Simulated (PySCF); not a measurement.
Isomers of C7H16N2Si, mass 156.108 u with the commonest isotopes. Level of theory: PBE0-D3(BJ)/def2-SVP geometry optimisation, gas phase (PySCF). One conformer each, none proved a minimum here; rigid rotors.

**Question.** Order these by out-of-plane moment Σ m c² = (Ia + Ib − Ic)/2, largest first.
A. `[CH3:1][CH:2]([CH3:3])[C:4]1=[N:5][N:6]([SiH3:7])[CH2:8][C@@H:9]1[CH3:10]` with C1–C2–C4–N5 -52°, C4–N5–N6–Si7 -172°, N5–N6–C8–C9 20°, N6–C8–C9–C10 100°, C2–C4–C9–C8 -171°
B. `[CH2:1]1[CH2:2][CH2:3][CH:4]([SiH:5]2[NH:6][CH2:7][CH2:8][NH:9]2)[CH2:10]1` with C3–C4–Si5–N6 172°, C10–C1–C2–C3 -1°, C1–C2–C3–C4 -24°, C2–C3–C4–Si5 163°, C4–Si5–N6–C7 -134°
C. `[CH2:1]1[CH2:2][CH2:3][N:4]([C@H:5]2[CH2:6][CH2:7][NH:8][SiH2:9]2)[CH2:10]1` with C3–N4–C5–C6 63°, C10–C1–C2–C3 -6°, C1–C2–C3–N4 -20°, C2–C3–N4–C5 169°, N4–C5–C6–C7 163°

**Answer.** A (70.05 u·Å²), B (38.10 u·Å²), C (21.36 u·Å²).

**Question.** Order these by rotational constant B, largest first.
A. `[CH2:1]1[CH2:2][CH2:3][N:4]([C@H:5]2[CH2:6][CH2:7][NH:8][SiH2:9]2)[CH2:10]1` with C3–N4–C5–C6 63°, C10–C1–C2–C3 -6°, C1–C2–C3–N4 -20°, C2–C3–N4–C5 169°, N4–C5–C6–C7 163°
B. `[CH2:1]1[CH2:2][CH2:3][CH:4]([SiH:5]2[NH:6][CH2:7][CH2:8][NH:9]2)[CH2:10]1` with C3–C4–Si5–N6 172°, C10–C1–C2–C3 -1°, C1–C2–C3–C4 -24°, C2–C3–C4–Si5 163°, C4–Si5–N6–C7 -134°
C. `[CH3:1][CH:2]([CH3:3])[C:4]1=[N:5][N:6]([SiH3:7])[CH2:8][C@@H:9]1[CH3:10]` with C1–C2–C4–N5 -52°, C4–N5–N6–Si7 -172°, N5–N6–C8–C9 20°, N6–C8–C9–C10 100°, C2–C4–C9–C8 -171°

**Answer.** C (757.4 MHz), A (679.6 MHz), B (604.8 MHz).

**Question.** Order these by rotational constant A, largest first.
A. `[CH2:1]1[CH2:2][CH2:3][N:4]([C@H:5]2[CH2:6][CH2:7][NH:8][SiH2:9]2)[CH2:10]1` with C3–N4–C5–C6 63°, C10–C1–C2–C3 -6°, C1–C2–C3–N4 -20°, C2–C3–N4–C5 169°, N4–C5–C6–C7 163°
B. `[CH3:1][CH:2]([CH3:3])[C:4]1=[N:5][N:6]([SiH3:7])[CH2:8][C@@H:9]1[CH3:10]` with C1–C2–C4–N5 -52°, C4–N5–N6–Si7 -172°, N5–N6–C8–C9 20°, N6–C8–C9–C10 100°, C2–C4–C9–C8 -171°
C. `[CH2:1]1[CH2:2][CH2:3][CH:4]([SiH:5]2[NH:6][CH2:7][CH2:8][NH:9]2)[CH2:10]1` with C3–C4–Si5–N6 172°, C10–C1–C2–C3 -1°, C1–C2–C3–C4 -24°, C2–C3–C4–Si5 163°, C4–Si5–N6–C7 -134°

**Answer.** C (2870 MHz), A (2629 MHz), B (1613 MHz).

| SMILES | point group | Ia (u·Å²) | Ib (u·Å²) | Ic (u·Å²) | κ | μa (D) | μb (D) | μc (D) |
| --- | --- | --- | --- | --- | --- | --- | --- | --- |
| C1CCN([C@H]2CCN[SiH2]2)C1 | C1 | 192.24 | 743.64 | 893.17 | -0.89 | 0.30 | 0.73 | 0.50 |
| C1CCC([SiH]2NCCN2)C1 | C1 | 176.09 | 835.61 | 935.50 | -0.94 | 0.14 | 0.02 | 0.66 |
| CC(C)C1=NN([SiH3])C[C@@H]1C | C1 | 313.35 | 667.26 | 840.52 | -0.69 | 0.72 | 1.98 | 0.75 |
